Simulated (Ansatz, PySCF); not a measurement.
Molecule: CHBr2, charge 0, multiplicity 2. It need not be the lowest isomer of its formula. SMILES: Br[CH]Br
Structure (B3LYP-D3(BJ)/def2-TZVP (Ansatz, a program for electronic structure) minimum search):
```xyz
4

C      0.5750    -0.2201     0.5525
Br     0.5158     1.5375    -0.0688
Br    -0.6416    -1.4894    -0.0703
H      0.9513    -0.3645     1.5533
```
Charge 0, spin multiplicity 2.

Quantity: atomisation energy (electronic, to ground-state atoms), in kcal/mol. Cores are frozen in the correlated levels unless marked. Open shells are spin-unrestricted. No spin-orbit coupling. The frozen core is the preceding noble-gas configuration, with the filled d and f shells of earlier blocks. No relativistic terms. The coupled-cluster limit lacks core correlation, which all-electron functionals hold. CBS marks a two-point X^-3 extrapolation of the correlation energy; Hartree-Fock from the larger set. [CCSD(T)-MP2]/basis is that difference in the basis named.

```json
[
 {"level": "BP86-D4/def2-TZVPD", "program": "PySCF + dftd4", "atomisation energy (kcal/mol)": "259.6", "minus last row": "17.8"},
 {"level": "B3LYP-D4/def2-TZVPD", "program": "Ansatz + dftd4", "atomisation energy (kcal/mol)": "243.0", "minus last row": "1.2"},
 {"level": "PBE0/def2-SVP", "program": "Ansatz", "atomisation energy (kcal/mol)": "249.9", "minus last row": "8.1"},
 {"level": "BHLYP/def2-TZVPD", "program": "Ansatz", "atomisation energy (kcal/mol)": "227.4", "minus last row": "-14.4"},
 {"level": "TPSSh-D4/def2-TZVPD", "program": "PySCF + dftd4", "atomisation energy (kcal/mol)": "250.2", "minus last row": "8.4"},
 {"level": "TPSSh/def2-TZVPD", "program": "PySCF", "atomisation energy (kcal/mol)": "247.5", "minus last row": "5.7"},
 {"level": "r2SCANh-D4/def2-TZVPD", "program": "Ansatz + dftd4", "atomisation energy (kcal/mol)": "248.7", "minus last row": "6.9"},
 {"level": "r2SCAN0-D4/def2-TZVPD", "program": "Ansatz + dftd4", "atomisation energy (kcal/mol)": "244.4", "minus last row": "2.6"},
 {"level": "CAM-B3LYP-D3(BJ)/def2-TZVPD", "program": "Ansatz + dftd3", "atomisation energy (kcal/mol)": "241.3", "minus last row": "-0.5"},
 {"level": "CAM-B3LYP-D4/def2-TZVPD", "program": "Ansatz + dftd4", "atomisation energy (kcal/mol)": "241.3", "minus last row": "-0.5"},
 {"level": "B2PLYP-D3(BJ)/def2-TZVPD", "program": "Ansatz + dftd3", "atomisation energy (kcal/mol)": "240.8", "minus last row": "-1.0"},
 {"level": "B2PLYP/def2-TZVPD", "program": "Ansatz", "atomisation energy (kcal/mol)": "238.6", "minus last row": "-3.2"},
 {"level": "MP2/STO-3G", "program": "Ansatz", "atomisation energy (kcal/mol)": "238.8", "minus last row": "-3.0"},
 {"level": "MP2/6-31G", "program": "Ansatz", "atomisation energy (kcal/mol)": "187.1", "minus last row": "-54.7"},
 {"level": "MP2/6-31G*", "program": "Ansatz", "atomisation energy (kcal/mol)": "219.9", "minus last row": "-21.9"},
 {"level": "RI-MP2/cc-pVQZ", "program": "Ansatz", "atomisation energy (kcal/mol)": "245.0", "minus last row": "3.2"},
 {"level": "SCS-MP2/6-31G*", "program": "Ansatz", "atomisation energy (kcal/mol)": "213.5", "minus last row": "-28.3"},
 {"level": "CCSD(T)/6-31G", "program": "Ansatz", "atomisation energy (kcal/mol)": "189.5", "minus last row": "-52.3"},
 {"level": "CCSD(T)/6-31G*", "program": "Ansatz", "atomisation energy (kcal/mol)": "214.8", "minus last row": "-27.0"},
 {"level": "RI-MP2/CBS(def2-TZVPP,def2-QZVPP)+[CCSD(T)-MP2]/def2-SVP", "program": "Ansatz", "atomisation energy (kcal/mol)": "243.7", "minus last row": "1.9"},
 {"level": "RI-MP2/CBS(cc-pVTZ,cc-pVQZ)+[CCSD(T)-MP2]/cc-pVTZ", "program": "Ansatz", "atomisation energy (kcal/mol)": "241.8", "minus last row": "0.0"}
]
```
